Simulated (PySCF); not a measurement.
PySCF input file for (E)-1-bromo-1-chloroprop-1-ene (C3H4BrCl), SMILES C/C=C(\Cl)Br, TDA-LC-ωPBE/def2-SVPD. The structure is a stationary point at TPSSh-D3(BJ)/def2-SVP.

```python
import numpy as np
from pyscf import gto, scf, dft, tdscf

mol = gto.M(
    atom='''
    C    -1.09441181   -2.70071305    0.00000000
    C    -1.12591216   -1.20513146   -0.00000001
    C    -0.05709526   -0.39630722    0.00000000
    Cl    1.58408466   -0.96582322   -0.00000000
    Br   -0.22454093    1.49196757    0.00000000
    H    -1.61881840   -3.09547359   -0.88660829
    H    -0.06515184   -3.08265267    0.00000000
    H    -1.61881840   -3.09547358    0.88660829
    H    -2.10320266   -0.71335982    0.00000000
    ''',
    basis='def2-SVPD',
    charge=0,
    spin=0,
    symmetry=True,
    max_memory=1600,
    verbose=4,
)
mf = dft.RKS(mol, xc='lc_wpbe').density_fit(auxbasis='def2-universal-jkfit')
mf.grids.level = 3
mf.conv_tol = 1e-9
mf.max_cycle = 100
mf.kernel()
mf.grids = dft.Grids(mol).set(level=1).build(with_non0tab=True)  # coarser grid for the response kernel
td = tdscf.TDA(mf)
td.singlet = True
td.nstates = 10
td.conv_tol = 1e-4
td.positive_eig_threshold = 1e-6
td.kernel(x0=td.get_init_guess(mf, 15))
td.analyze()
tt = tdscf.TDA(mf)
tt.singlet = False
tt.nstates = 4
tt.conv_tol = 1e-4
tt.positive_eig_threshold = 1e-6
tt.kernel(x0=tt.get_init_guess(mf, 9))
tt.analyze(verbose=3)
```

Log of the run:

```
PySCF version 2.14.0

[INPUT] verbose = 4
[INPUT] num. atoms = 9
[INPUT] num. electrons = 74
[INPUT] charge = 0
[INPUT] spin (= nelec alpha-beta = 2S) = 0
[INPUT] symmetry True subgroup None
[INPUT] Mole.unit = angstrom
[INPUT] Symbol           X                Y                Z      unit          X                Y                Z       unit  Magmom
[INPUT]  1 C     -1.094411810000  -2.700713050000   0.000000000000 AA   -2.068138588390  -5.103608005539   0.000000000000 Bohr   0.0
[INPUT]  2 C     -1.125912160000  -1.205131460000  -0.000000010000 AA   -2.127665622717  -2.277368403497  -0.000000018897 Bohr   0.0
[INPUT]  3 C     -0.057095260000  -0.396307220000   0.000000000000 AA   -0.107894404411  -0.748912106988   0.000000000000 Bohr   0.0
[INPUT]  4 Cl     1.584084660000  -0.965823220000   0.000000000000 AA    2.993486165525  -1.825141370546   0.000000000000 Bohr   0.0
[INPUT]  5 Br    -0.224540930000   1.491967570000   0.000000000000 AA   -0.424320861455   2.819410094033   0.000000000000 Bohr   0.0
[INPUT]  6 H     -1.618818400000  -3.095473590000  -0.886608290000 AA   -3.059123421407  -5.849597310924  -1.675446847869 Bohr   0.0
[INPUT]  7 H     -0.065151840000  -3.082652670000   0.000000000000 AA   -0.123119134111  -5.825369283459   0.000000000000 Bohr   0.0
[INPUT]  8 H     -1.618818400000  -3.095473580000   0.886608290000 AA   -3.059123421407  -5.849597292027   1.675446847869 Bohr   0.0
[INPUT]  9 H     -2.103202660000  -0.713359820000   0.000000000000 AA   -3.974477011857  -1.348054688069   0.000000000000 Bohr   0.0

nuclear repulsion = 381.074647865559
point group symmetry = Cs
symmetry origin: [-2.55368375e-10  4.34126281e-09 -1.53221037e-09]
symmetry axis x: [1.00000000e+00 1.16361069e-09 1.00330914e-09]
symmetry axis y: [ 1.16361069e-09 -1.00000000e+00 -4.64409540e-10]
symmetry axis z: [-1.00330914e-09 -4.64409581e-10  1.00000000e+00]
num. orbitals of irrep A' = 109
num. orbitals of irrep A" = 51
number of shells = 66
number of NR pGTOs = 258
number of NR cGTOs = 160
basis = def2-SVPD
ecp = {}


[settings echo left out]
init E= -3149.50015434545
HOMO (A") = -0.259454692564769  LUMO (A') = -0.0177397519642417  gap/eV = 6.57740
cycle= 1 E= -3149.89774072387  delta_E= -0.398  |g|= 0.489  |ddm|= 4.94
HOMO (A") = -0.397095753029444  LUMO (A") = -0.00452063314236151  gap/eV = 10.68251
cycle= 2 E= -3149.89975534062  delta_E= -0.00201  |g|= 0.539  |ddm|= 3.38
HOMO (A") = -0.361570619532182  LUMO (A') = 0.0558260726111079  gap/eV = 11.35794
cycle= 3 E= -3149.96708094406  delta_E= -0.0673  |g|= 0.0468  |ddm|= 1.75
HOMO (A") = -0.360083013905831  LUMO (A') = 0.0560061196814008  gap/eV = 11.32236
cycle= 4 E= -3149.96779448295  delta_E= -0.000714  |g|= 0.0267  |ddm|= 0.146
HOMO (A") = -0.362067877181582  LUMO (A') = 0.0569780287010397  gap/eV = 11.40282
cycle= 5 E= -3149.96797843499  delta_E= -0.000184  |g|= 0.00527  |ddm|= 0.0818
HOMO (A") = -0.36124926655023  LUMO (A') = 0.0573462879777336  gap/eV = 11.39057
cycle= 6 E= -3149.9679945273  delta_E= -1.61e-05  |g|= 0.00253  |ddm|= 0.0251
HOMO (A") = -0.361435457283108  LUMO (A') = 0.0574160070822223  gap/eV = 11.39753
cycle= 7 E= -3149.96799702549  delta_E= -2.5e-06  |g|= 0.000689  |ddm|= 0.00955
HOMO (A") = -0.36144358772721  LUMO (A') = 0.0573908116533444  gap/eV = 11.39706
cycle= 8 E= -3149.96799725267  delta_E= -2.27e-07  |g|= 0.000197  |ddm|= 0.00291
HOMO (A") = -0.361444335925044  LUMO (A') = 0.0574103784344127  gap/eV = 11.39762
cycle= 9 E= -3149.96799727351  delta_E= -2.08e-08  |g|= 3.86e-05  |ddm|= 0.000976
HOMO (A") = -0.361441508748192  LUMO (A') = 0.0574132179766154  gap/eV = 11.39762
cycle= 10 E= -3149.96799727448  delta_E= -9.72e-10  |g|= 1.44e-05  |ddm|= 0.000233
HOMO (A") = -0.361443538672635  LUMO (A') = 0.0574129728808948  gap/eV = 11.39767
Extra cycle  E= -3149.96799727458  delta_E= -1.01e-10  |g|= 8e-06  |ddm|= 5.08e-05
converged SCF energy = -3149.96799727458
tot grids = 39080
Overwritten attributes  positive_eig_threshold  of <class 'pyscf.tdscf.rks.TDA'>


******** <class 'pyscf.tdscf.rks.TDA'> for <class 'pyscf.df.df_jk.DFSymAdaptedRKS'> ********
nstates = 10 singlet
deg_eia_thresh = 1.000e-03
wfnsym = None
conv_tol = 0.0001
eigh lindep = 1e-12
eigh level_shift = 0
eigh max_cycle = 100


Excitation energies (eV)
[5.68832295 6.60204068 6.82869147 6.92639674 7.43993662 7.53397509
 7.82142447 7.99401875 8.21817505 8.28153544]

** Singlet excitation energies and oscillator strengths **
Excited State   1:   A"      5.68832 eV    217.96 nm  f=0.0003
      35 -> 38       -0.15048
      37 -> 38        0.61505
      37 -> 41       -0.14358
      37 -> 42        0.17068
      37 -> 45       -0.11953
Excited State   2:   A'      6.60204 eV    187.80 nm  f=0.0062
      34 -> 38       -0.13192
      36 -> 38       -0.62246
      36 -> 41        0.10623
      36 -> 42       -0.17434
      36 -> 45        0.10459
      36 -> 46       -0.10627
Excited State   3:   A"      6.82869 eV    181.56 nm  f=0.0001
      35 -> 38        0.18571
      35 -> 40        0.14080
      37 -> 40        0.48820
      37 -> 43       -0.29684
      37 -> 48       -0.19616
      37 -> 49        0.19045
Excited State   4:   A'      6.92640 eV    179.00 nm  f=0.4756
      37 -> 39       -0.68268
Excited State   5:   A"      7.43994 eV    166.65 nm  f=0.0047
      35 -> 38        0.50704
      35 -> 42        0.13488
      36 -> 39        0.15735
      37 -> 40       -0.23401
      37 -> 41       -0.27347
Excited State   6:   A"      7.53398 eV    164.57 nm  f=0.0000
      35 -> 38       -0.12612
      36 -> 39        0.67899
Excited State   7:   A"      7.82142 eV    158.52 nm  f=0.0210
      35 -> 38       -0.22308
      35 -> 41        0.12070
      35 -> 42       -0.11961
      37 -> 38       -0.10729
      37 -> 40       -0.14757
      37 -> 41       -0.38435
      37 -> 42        0.10164
      37 -> 43       -0.28278
      37 -> 45        0.29723
      37 -> 49        0.10121
Excited State   8:   A'      7.99402 eV    155.10 nm  f=0.0390
      34 -> 38       -0.40777
      34 -> 40       -0.24429
      34 -> 41        0.13313
      34 -> 43        0.14743
      34 -> 48        0.10928
      35 -> 39       -0.26318
      36 -> 40        0.22398
      36 -> 43       -0.17843
Excited State   9:   A"      8.21818 eV    150.87 nm  f=0.0006
      34 -> 39       -0.68268
Excited State  10:   A'      8.28154 eV    149.71 nm  f=0.0740
      34 -> 40        0.16807
      34 -> 43       -0.10726
      35 -> 39       -0.61389
      36 -> 40       -0.10346

** Transition electric dipole moments (AU) **
state          X           Y           Z        Dip. S.      Osc.
  1         0.0000      0.0000      0.0481      0.0023      0.0003
  2        -0.0612      0.1853      0.0000      0.0381      0.0062
  3        -0.0000     -0.0000     -0.0245      0.0006      0.0001
  4        -1.0686     -1.2886     -0.0000      2.8024      0.4756
  5        -0.0000      0.0000      0.1604      0.0257      0.0047
  6        -0.0000     -0.0000      0.0128      0.0002      0.0000
  7        -0.0000      0.0000      0.3309      0.1095      0.0210
  8        -0.0980     -0.4355      0.0000      0.1993      0.0390
  9         0.0000      0.0000     -0.0538      0.0029      0.0006
 10        -0.5472      0.2560     -0.0000      0.3649      0.0740

** Transition velocity dipole moments (imaginary part, AU) **
state          X           Y           Z        Dip. S.      Osc.
  1        -0.0000     -0.0000     -0.1089      0.0119      0.0378
  2        -0.0983      0.0250      0.0000      0.0103      0.0283
  3        -0.0000     -0.0000     -0.0703      0.0049      0.0131
  4        -0.0810     -0.1970      0.0000      0.0454      0.1188
  5        -0.0000      0.0000      0.0446      0.0020      0.0048
  6        -0.0000     -0.0000     -0.0077      0.0001      0.0001
  7         0.0000      0.0000      0.0694      0.0048      0.0112
  8        -0.0503     -0.1694      0.0000      0.0312      0.0708
  9         0.0000      0.0000     -0.0213      0.0005      0.0010
 10        -0.0514      0.0780     -0.0000      0.0087      0.0191

** Transition magnetic dipole moments (imaginary part, AU) **
state          X           Y           Z
  1        -0.1054      0.0139      0.0000
  2        -0.0000      0.0000      0.7013
  3        -0.0663     -0.2267      0.0000
  4         0.0000     -0.0000     -0.1191
  5         0.1873      0.2535      0.0000
  6        -0.2317     -0.3394     -0.0000
  7        -0.6034      0.2279     -0.0000
  8         0.0000     -0.0000     -0.3101
  9        -0.7791      0.3073      0.0000
 10         0.0000      0.0000     -0.1381


******** <class 'pyscf.tdscf.rks.TDA'> for <class 'pyscf.df.df_jk.DFSymAdaptedRKS'> ********
nstates = 4 triplet
deg_eia_thresh = 1.000e-03
wfnsym = None
conv_tol = 0.0001
eigh lindep = 1e-12
eigh level_shift = 0
eigh max_cycle = 100


Excitation energies (eV)
[3.80778208 5.03580165 5.69623792 6.18311653]

** Triplet excitation energies and oscillator strengths **
Excited State   1:   A'      3.80778 eV    325.61 nm  f=0.0000
Excited State   2:   A"      5.03580 eV    246.21 nm  f=0.0000
Excited State   3:   A'      5.69624 eV    217.66 nm  f=0.0000
Excited State   4:   A"      6.18312 eV    200.52 nm  f=0.0000
```

Self-consistency was reached.

Cost: roughly 2.9 core-minutes.
